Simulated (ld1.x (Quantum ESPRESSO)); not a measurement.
Scattering properties, TM potential for Pt (Z = 78)

Pt, norm-conserving Troullier–Martins (Kleinman–Bylander form), made with ld1.x (Quantum ESPRESSO) 7.5 (LDA (PZ), scalar-relativistic). Core [Kr] 4d10 4f14, reference 5s2 5p6 5d8 6s2 6p0. Waves: 5p (bound): rc 1.10 bohr; 5d (bound): rc 1.80 bohr; 5s (bound): rc 1.45 bohr. Local part: the s channel. Core correction: none.

Occupied shells without a wave of their own: 6s. They enter only through the test configuration that unscreens the potential.

The phase is arctan(r·u′/u) with u = r·R(r), unwrapped; energies in Ry, scanned from -10 to 5 Ry. A pole is an energy at which the radial function vanishes at the test radius. The pseudo phase is shifted by a multiple of π to meet the all-electron one at the reference energy, and phase errors are pseudo minus all-electron; the curves can meet again beyond the range given. Levels narrower than the energy grid can be missing from the lists of poles.

```
channel  radius (bohr)  reference energy (Ry)  poles, all-electron  poles, pseudo  unbroken range about the reference energy with phases within 0.05 rad  phase error 1 Ry above the reference energy (rad)
      s           1.94                  -7.71                -7.54    -7.54, 3.62                                                             below -2.3                                             -0.002
      p           1.94                  -4.32                -3.87          -3.87                                                              below 1.3                                             -0.001
      d           1.94                  -0.61                 0.94           0.94                                                        the whole range                                             -0.000
```

The potential misses its own reference levels by up to 2.0 eV, so it is not fit for use.

Phases in the d channel:

```json
{"E (Ry)": "-10.00", "all-electron": "1.402", "pseudo": "1.402"}
{"E (Ry)": "-9.76", "all-electron": "1.399", "pseudo": "1.399"}
{"E (Ry)": "-9.52", "all-electron": "1.397", "pseudo": "1.397"}
{"E (Ry)": "-9.28", "all-electron": "1.395", "pseudo": "1.395"}
{"E (Ry)": "-9.04", "all-electron": "1.392", "pseudo": "1.392"}
{"E (Ry)": "-8.80", "all-electron": "1.389", "pseudo": "1.389"}
{"E (Ry)": "-8.56", "all-electron": "1.386", "pseudo": "1.386"}
{"E (Ry)": "-8.32", "all-electron": "1.383", "pseudo": "1.383"}
{"E (Ry)": "-8.08", "all-electron": "1.380", "pseudo": "1.380"}
{"E (Ry)": "-7.84", "all-electron": "1.377", "pseudo": "1.377"}
{"E (Ry)": "-7.60", "all-electron": "1.373", "pseudo": "1.373"}
{"E (Ry)": "-7.36", "all-electron": "1.370", "pseudo": "1.369"}
{"E (Ry)": "-7.12", "all-electron": "1.366", "pseudo": "1.365"}
{"E (Ry)": "-6.88", "all-electron": "1.361", "pseudo": "1.361"}
{"E (Ry)": "-6.64", "all-electron": "1.357", "pseudo": "1.357"}
{"E (Ry)": "-6.40", "all-electron": "1.352", "pseudo": "1.352"}
{"E (Ry)": "-6.16", "all-electron": "1.347", "pseudo": "1.347"}
{"E (Ry)": "-5.92", "all-electron": "1.341", "pseudo": "1.341"}
{"E (Ry)": "-5.68", "all-electron": "1.335", "pseudo": "1.335"}
{"E (Ry)": "-5.44", "all-electron": "1.328", "pseudo": "1.328"}
{"E (Ry)": "-5.20", "all-electron": "1.321", "pseudo": "1.321"}
{"E (Ry)": "-4.96", "all-electron": "1.313", "pseudo": "1.313"}
{"E (Ry)": "-4.72", "all-electron": "1.304", "pseudo": "1.304"}
{"E (Ry)": "-4.48", "all-electron": "1.294", "pseudo": "1.294"}
{"E (Ry)": "-4.24", "all-electron": "1.283", "pseudo": "1.283"}
{"E (Ry)": "-4.00", "all-electron": "1.271", "pseudo": "1.270"}
{"E (Ry)": "-3.76", "all-electron": "1.256", "pseudo": "1.256"}
{"E (Ry)": "-3.52", "all-electron": "1.239", "pseudo": "1.239"}
{"E (Ry)": "-3.28", "all-electron": "1.219", "pseudo": "1.219"}
{"E (Ry)": "-3.04", "all-electron": "1.195", "pseudo": "1.195"}
{"E (Ry)": "-2.80", "all-electron": "1.166", "pseudo": "1.165"}
{"E (Ry)": "-2.56", "all-electron": "1.128", "pseudo": "1.128"}
{"E (Ry)": "-2.32", "all-electron": "1.079", "pseudo": "1.078"}
{"E (Ry)": "-2.08", "all-electron": "1.012", "pseudo": "1.011"}
{"E (Ry)": "-1.84", "all-electron": "0.914", "pseudo": "0.914"}
{"E (Ry)": "-1.60", "all-electron": "0.764", "pseudo": "0.763"}
{"E (Ry)": "-1.36", "all-electron": "0.514", "pseudo": "0.513"}
{"E (Ry)": "-1.12", "all-electron": "0.102", "pseudo": "0.101"}
{"E (Ry)": "-0.88", "all-electron": "-0.431", "pseudo": "-0.431"}
{"E (Ry)": "-0.64", "all-electron": "-0.860", "pseudo": "-0.860"}
{"E (Ry)": "-0.40", "all-electron": "-1.123", "pseudo": "-1.123"}
{"E (Ry)": "-0.16", "all-electron": "-1.282", "pseudo": "-1.282"}
{"E (Ry)": "0.08", "all-electron": "-1.384", "pseudo": "-1.384"}
{"E (Ry)": "0.32", "all-electron": "-1.456", "pseudo": "-1.456"}
{"E (Ry)": "0.56", "all-electron": "-1.509", "pseudo": "-1.509"}
{"E (Ry)": "0.80", "all-electron": "-1.550", "pseudo": "-1.551"}
{"E (Ry)": "1.04", "all-electron": "-1.584", "pseudo": "-1.585"}
{"E (Ry)": "1.28", "all-electron": "-1.613", "pseudo": "-1.614"}
{"E (Ry)": "1.52", "all-electron": "-1.638", "pseudo": "-1.639"}
{"E (Ry)": "1.76", "all-electron": "-1.661", "pseudo": "-1.662"}
{"E (Ry)": "2.00", "all-electron": "-1.683", "pseudo": "-1.684"}
{"E (Ry)": "2.24", "all-electron": "-1.703", "pseudo": "-1.704"}
{"E (Ry)": "2.48", "all-electron": "-1.723", "pseudo": "-1.724"}
{"E (Ry)": "2.72", "all-electron": "-1.742", "pseudo": "-1.744"}
{"E (Ry)": "2.96", "all-electron": "-1.762", "pseudo": "-1.765"}
{"E (Ry)": "3.20", "all-electron": "-1.784", "pseudo": "-1.786"}
{"E (Ry)": "3.44", "all-electron": "-1.806", "pseudo": "-1.809"}
{"E (Ry)": "3.68", "all-electron": "-1.830", "pseudo": "-1.834"}
{"E (Ry)": "3.92", "all-electron": "-1.857", "pseudo": "-1.861"}
{"E (Ry)": "4.16", "all-electron": "-1.886", "pseudo": "-1.892"}
{"E (Ry)": "4.40", "all-electron": "-1.921", "pseudo": "-1.927"}
{"E (Ry)": "4.64", "all-electron": "-1.960", "pseudo": "-1.969"}
{"E (Ry)": "4.88", "all-electron": "-2.008", "pseudo": "-2.019"}
```
